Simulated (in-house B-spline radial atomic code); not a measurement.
## BP86 excitations of the arsenic ion As³⁺

Method: BP86. Computed with an all-electron radial atomic-structure program (B-spline basis): linear response of the closed shell [Ar] 3d10 4s2 with the functional's adiabatic kernel; scalar-relativistic (spin-free one-electron X2C), finite nucleus, no spin-orbit coupling, no double excitations, S, P, D and F terms only; shells from n = 2 respond. Only terms of natural parity with L up to 3 were computed.

Command:
```bash
python run_td.py task.json out
```
Settings (radii: box in bohr, nucleus in fm):
```
Z                        33
electrons                30
configuration            [Ar] 3d10 4s2
hamiltonian              x2c
method                   b88,p86
box_radius               23.08
rms_radius               4.0968
intervals                72
```

Time taken, with all properties: 1.5 s on 1 thread of Arm Neoverse N1, on a shared host.

The lowest states, in the order of their Tamm-Dancoff energies; the method's threshold (minus the highest occupied level) is 44.64 eV. Labels give the largest channel, * marks a mixed state, and oscillator strengths are full-response dipole values. Semilocal kernels can invert the small singlet-triplet splittings of Rydberg terms. Energies in eV:

```json
{"state": "4s → 4p 3P", "full response": "9.851", "Tamm-Dancoff": "10.004", "oscillator strength": "-"}
{"state": "4s → 4p 1P", "full response": "14.221", "Tamm-Dancoff": "14.793", "oscillator strength": "1.63"}
{"state": "4s → 4d 3D", "full response": "25.494", "Tamm-Dancoff": "25.541", "oscillator strength": "-"}
{"state": "4s → 4d 1D", "full response": "26.478", "Tamm-Dancoff": "26.498", "oscillator strength": "-"}
{"state": "4s → 5s 3S", "full response": "27.378", "Tamm-Dancoff": "27.385", "oscillator strength": "-"}
{"state": "4s → 5s 1S", "full response": "27.936", "Tamm-Dancoff": "27.963", "oscillator strength": "-"}
{"state": "4s → 5p 3P", "full response": "30.79", "Tamm-Dancoff": "30.80", "oscillator strength": "-"}
{"state": "4s → 5p 1P", "full response": "31.04", "Tamm-Dancoff": "31.09", "oscillator strength": "0.0161"}
{"state": "4s → 4f 1F", "full response": "34.99", "Tamm-Dancoff": "35.00", "oscillator strength": "-"}
{"state": "4s → 4f 3F", "full response": "34.99", "Tamm-Dancoff": "35.01", "oscillator strength": "-"}
{"state": "4s → 5d 3D", "full response": "35.37", "Tamm-Dancoff": "35.37", "oscillator strength": "-"}
{"state": "4s → 5d 1D", "full response": "?", "Tamm-Dancoff": "?", "oscillator strength": "-"}
{"state": "4s → 6s 3S", "full response": "35.64", "Tamm-Dancoff": "35.64", "oscillator strength": "-"}
{"state": "4s → 6s 1S", "full response": "?", "Tamm-Dancoff": "?", "oscillator strength": "-"}
{"state": "4s → 6p 3P", "full response": "37.08", "Tamm-Dancoff": "37.09", "oscillator strength": "-"}
{"state": "4s → 6p 1P", "full response": "37.15", "Tamm-Dancoff": "37.16", "oscillator strength": "0.0138"}
```

Question: Where does 4s → 5d 1D lie?

Answer: At 35.58 eV in full response, 35.58 eV in Tamm-Dancoff.

Question: Where does 4s → 6s 1S lie?

Answer: At 35.78 eV in full response, 35.78 eV in Tamm-Dancoff.

Question: How large is the singlet-triplet splitting of 4s → 4p (P terms) in Tamm-Dancoff?

Answer: 4.79 eV, from the unrounded values.

Question: What polarisabilities and dispersion coefficient does the method give?

Answer: Dipole 6.712 bohr³, quadrupole 14.47 bohr⁵, C6 21.1 hartree·bohr⁶ for two such species.
